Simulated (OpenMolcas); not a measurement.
## Lines of As I: computed and rescaled rates

```json
{"Program": "OpenMolcas 26.06", "Method": "SS-RASPT2, IPEA 0.25 Eh, imaginary shift 0.1 Eh (closed shells correlated: 3d 4s)", "Basis": "ANO-RCC-VQZP [7s6p4d2f1g]", "Scalar Hamiltonian": "DKH2, point nucleus", "Active space": "3 electrons in 9 orbitals (RAS2 4p; RAS3 4d 5s, at most 1 electron)", "State averaging": "2S+1 = 4 odd, 1 root; 2S+1 = 2 odd, 8 roots; 2S+1 = 4 even, 15 roots; 2S+1 = 2 even, 8 roots", "Spin-orbit coupling": "RASSI with atomic mean-field integrals over the reference wave functions, term energies averaged over their components"}
```

Rates come from the transition moments of the reference wave functions (E1 and E2 in the length form). At fixed line strength A goes as λ^-3 for E1 and M1 and as λ^-5 for E2, so a rate at the computed wavelength can be rescaled to the measured one. Measured vacuum wavelengths follow from level energies in NIST Handbook of Basic Atomic Spectroscopic Data. Branching counts decays inside the model space alone, at computed energies, and the table is only a selection of the E2 and M1 lines, drawn from those between levels with measured partners whose computed energy lies within a factor of 1.5 of the measured one.

| Upper | Lower | Type | λ computed (nm) | λ measured (nm) | A computed (s-1) | A rescaled (s-1) | Branching % |
| --- | --- | --- | --- | --- | --- | --- | --- |
| 4s² 4p³ ²P°_1/2 | 4s² 4p³ ²D°_5/2 | E2 | 983.5 | 1375 | 3.54e-01 | 6.63e-02 | 19.2 |
| 4s² 4p³ ²P°_1/2 | 4s² 4p³ ²D°_3/2 | E2 | 967 | 1317 | 5.68e-01 | 1.21e-01 | 30.9 |
| 4s² 4p³ ²P°_1/2 | 4s² 4p³ ²D°_3/2 | M1 | 967 | 1317 | 3.27e-01 |  | 17.8 |
| 4s² 4p³ ²P°_3/2 | 4s² 4p³ ²D°_5/2 | E2 | 960.6 | 1293 | 6.83e-01 | 1.55e-01 | 20.9 |
| 4s² 4p³ ²P°_3/2 | 4s² 4p³ ²D°_5/2 | M1 | 960.6 | 1293 | 3.03e-01 |  | 9.3 |
| 4s² 4p³ ²P°_3/2 | 4s² 4p³ ²D°_3/2 | M1 | 944.7 | 1241 | 5.65e-01 |  | 17.3 |
| 4s² 4p³ ²P°_3/2 | 4s² 4p³ ²D°_3/2 | E2 | 944.7 | 1241 | 3.02e-01 | 7.72e-02 | 9.3 |
| 4s² 4p³ ²D°_3/2 | 4s² 4p³ ⁴S°_3/2 | M1 | 879.9 | 944 | 2.40e-02 |  | 94.1 |
| 4s² 4p³ ²D°_3/2 | 4s² 4p³ ⁴S°_3/2 | E2 | 879.9 | 944 | 1.49e-03 |  | 5.9 |
| 4s² 4p³ ²D°_5/2 | 4s² 4p³ ⁴S°_3/2 | E2 | 866.6 | 916.2 | 2.47e-03 |  | 76.0 |
| 4s² 4p³ ²D°_5/2 | 4s² 4p³ ⁴S°_3/2 | M1 | 866.6 | 916.2 | 7.27e-04 |  | 22.3 |
| 4s² 4p³ ²P°_1/2 | 4s² 4p³ ⁴S°_3/2 | M1 | 460.7 | 549.9 | 5.89e-01 |  | 32.0 |
| 4s² 4p³ ²P°_3/2 | 4s² 4p³ ⁴S°_3/2 | M1 | 455.6 | 536.3 | 1.41e+00 |  | 43.2 |

Spin-changing lines and M1 lines between different terms are not rescaled, since their strength hangs on the term gaps too.

The largest correction is for 4s² 4p³ ²P°_1/2 → 4s² 4p³ ²D°_5/2 (E2): 3.54e-01 × (983.5 / 1375)^5 = 6.63e-02 s-1, a factor of 0.19.

No measured rate stands beside these. Rescaling mends the energy factor alone: line strengths can still be far off where a level mixes with configurations outside the active space, and weak or spin-changing lines hang on small mixing coefficients that depend on the term gaps too, so rescaling need not improve them.

Term energies are means over components that CASPT2 splits; among the terms shown or strongly mixed into the levels shown the widest spread is 120 cm-1 (4s² 4p³ ²D°). With the s shell closed, the reference lacks s² → p² mixing. Some terms miss by over 15 % even with CASPT2, which points to a basis or an active space too small for the shells correlated. Computed and measured levels are paired by configuration, term and J; levels that our copy of the source lacks, or whose pairing is in doubt (as where it misses far off the trend of its configuration), stay unpaired. Only configurations of the active space appear.

° marks odd parity.
